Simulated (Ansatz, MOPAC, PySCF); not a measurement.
System: CH₄BS₂, net charge 0, doublet state. SMILES: SB([CH2])S
Coordinates optimised at B3LYP-D3(BJ)/def2-TZVP (Ansatz, an electronic-structure program):
```xyz
8

C     -1.6157    -0.2397     0.9688
B     -0.3243    -0.0528     0.1974
S     -0.1751     1.4348    -0.8318
S      1.0501    -1.2346     0.2619
H     -2.4308     0.4742     0.9223
H     -1.8009    -1.0939     1.6101
H      1.0591     1.2305    -1.3235
H      0.4880    -2.1133     1.1090
```
Charge 0, spin multiplicity 2.

Unscaled harmonic wavenumbers (cm⁻¹) in rising order, each level at the stationary point that it reaches from this structure (no distance between atoms moves by over 0.3 Å); the order of modes can differ between levels, and a negative number is imaginary. B3LYP-D3(BJ)/def2-TZVP (PySCF, at the structure above): 229, 260, 267, 303, 384, 410, 518, 757, 758, 816, 846, 1060, 1189, 1463, 2667, 2670, 3128, 3209.

AM1 (MOPAC): -123, 185, 252, 360, 405, 425, 570, 778, 788, 820, 869, 1097, 1307, 1552, 2010, 2023, 3218, 3224. Zero-point energy 28.4 against 29.9 kcal/mol; where all levels lie over 400 cm⁻¹, the wavenumbers are on average 0.995 times those of B3LYP-D3(BJ)/def2-TZVP. This level finds the structure a saddle point. The zero-point energy leaves imaginary modes out.

PM6 (MOPAC): -162, 185, 243, 276, 326, 355, 533, 724, 737, 764, 846, 1022, 1247, 1309, 2684, 2688, 2718, 2761. Zero-point energy 27.8 against 29.9 kcal/mol; where all levels lie over 400 cm⁻¹, the wavenumbers are on average 0.962 times those of B3LYP-D3(BJ)/def2-TZVP. This level finds the structure a saddle point. The zero-point energy leaves imaginary modes out.

HF/6-31G* (Ansatz): 246, 249, 289, 332, 404, 445, 541, 734, 812, 899, 927, 1149, 1251, 1601, 2913, 2915, 3312, 3396. Zero-point energy 32.0 against 29.9 kcal/mol; where all levels lie over 400 cm⁻¹, the wavenumbers are on average 1.068 times those of B3LYP-D3(BJ)/def2-TZVP.
